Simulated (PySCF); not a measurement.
**A single-point calculation**

[Bi(NH3)]3+ (singlet). PySCF 2.14.0, RKS B3LYP, Bi def2-SVP with ECP60, N def2-SVP, H def2-SVP; non-relativistic Hamiltonian with scalar-relativistic core potentials where named; density fitting; no spin-orbit coupling. Purpose: singlet excitations, Tamm-Dancoff B3LYP.

```python
mol = gto.M(atom='''
Bi     0.00000     0.00000    -0.18928
N     -0.00000    -0.00000     2.16359
H      0.97938     0.00004     2.58137
H     -0.48972     0.84815     2.58137
H     -0.48966    -0.84819     2.58137''',
    basis={'Bi': 'def2-SVP', 'N': 'def2-SVP', 'H': 'def2-SVP'},
    ecp={'Bi': 'def2-SVP'},
    charge=3, spin=0)
mf = dft.RKS(mol, xc='B3LYP')
mf.grids.atom_grid = (50, 194)
mf = mf.density_fit()  # fitting sets: Bi def2-universal-JKFIT, N def2-universal-JKFIT, H def2-universal-JKFIT
mf.conv_tol = 1e-08; mf.max_cycle = 55
mf.kernel(dm0)  # dm0: converged density of the relaxed state
td = mf.TDA(); td.nstates = 8; td.kernel()
```

Run from Python with OMP_NUM_THREADS=2; the lines above give its settings. Where DIIS fails, smearing, a level shift and second-order steps follow.
It took 3.6 s on 2 threads of Arm Neoverse V1 (shared host), from an already converged density.

(1) Where do the frontier levels lie, over both spins?

(2) What are the Mulliken charges and spins?

(3) Which singlet excitations follow (Tamm-Dancoff, 8 states)?

The geometry was relaxed with BP86 (Bi def2-SVP with ECP60, N def2-SVP, H def2-SVP).

Results:

(1) HOMO -28.84 eV, LUMO -23.81 eV. 

(2) 
```json
{"atom": "Bi1", "charge (e)": "2.328", "spin (e)": "0.000"}
{"atom": "N2", "charge (e)": "-0.302", "spin (e)": "0.000"}
{"atom": "H3", "charge (e)": "0.325", "spin (e)": "0.000"}
{"atom": "H4", "charge (e)": "0.325", "spin (e)": "0.000"}
{"atom": "H5", "charge (e)": "0.325", "spin (e)": "0.000"}
```

(3) 
```tsv
state	eV	oscillator strength
1	3.92	0.0044
2	3.92	0.0044
3	6.14	0.0000
4	6.17	0.0005
5	6.17	0.0005
6	6.30	0.0008
7	8.84	0.0034
8	8.84	0.0034
```
Functionals without range separation put charge-transfer states too low; the basis has no diffuse functions.
